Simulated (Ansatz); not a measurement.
Ansatz (a program for electronic structure) input:
A basis named .json is the Basis Set Exchange file of that set.

Ansatz 0.2 input:
```yaml
crystal:
  periodic: [false, false, false]
  atoms:
    - {symbol: B, position_ang: [0.56760924, -0.06654233, 0.01874921]}
    - {symbol: C, position_ang: [-0.54864150, -1.14501378, 0.19347718]}
    - {symbol: O, position_ang: [0.42484273, 1.24175753, -0.21195456]}
    - {symbol: H, position_ang: [-1.56334642, -0.73171472, 0.10845771]}
    - {symbol: H, position_ang: [-0.43550211, -1.93414676, -0.55431195]}
    - {symbol: H, position_ang: [-0.45705539, -1.63291642, 1.16727539]}
    - {symbol: H, position_ang: [-0.48903509, 1.56751200, -0.28039384]}
basis:
  gaussian:
    orbitals: cc-pVQZ
    fitting: {mean_field: def2-universal-jkfit, correlation: cc-pVQZ-RIFIT.json}
magnetization: {spin_polarized: true, initial_magnetization: 1}
correlation: {method: mp2, electrons: outside_noble_gas}
```

Q: What final total energy does it print?

A: -140.33446 Eh (RI-MP2/cc-pVQZ). The basis has 285 functions.

It need not be the lowest isomer of its formula.
